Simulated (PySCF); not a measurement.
Working with the constants of HfF⁺

UHF-CCSD(T) constants of HfF⁺, ³Δ (triplet), unpaired electrons σ ↑, δ ↑ (Hf def2-TZVPPD with ECP60, F def2-TZVPPD; scalar-relativistic core potentials (PySCF 2.14); masses 179.9465 and 18.9984 u):

```
ωe                      : 746.3 cm⁻¹
ωexe                    : 2.51 cm⁻¹
Be                      : 0.29376 cm⁻¹
αe                      : 0.00143 cm⁻¹
D (centrifugal)         : 1.82e-07 cm⁻¹
De to Hf⁺ (5d1 6s2) + F : 6.11 eV
```

Question: Give the vibrational terms G(v) and spacings up to v = 6.

Answer: G(v) = ωe(v+½) − ωexe(v+½)².

```
v  G(v) (cm⁻¹)  G(v) − G(v−1)  Bv (cm⁻¹)
0        372.5                    0.2930
1       1113.8          741.3     0.2916
2       1850.1          736.3     0.2902
3       2581.3          731.2     0.2888
4       3307.5          726.2     0.2873
5       4028.7          721.2     0.2859
6       4744.9          716.2     0.2845
```

Question: How well does the Morse estimate ωe²/(4ωexe) reproduce De, and what is D0?

Answer: It gives 6.88 eV, 113 % of the computed De. D0 = De − G(0) = 6.11 − 0.05 = 6.06 eV.

Correlated steps freeze 1 core orbital. These are scalar-relativistic numbers at best; spin–orbit coupling would shift them, the dissociation energy most. For an ion De counts to the pair picked by the measured ionisation energies or electron affinities, which need not be the lowest pair at this level. The state is the lowest single determinant that the PBE0 search found; with open d or f shells the true ground state can be another one.
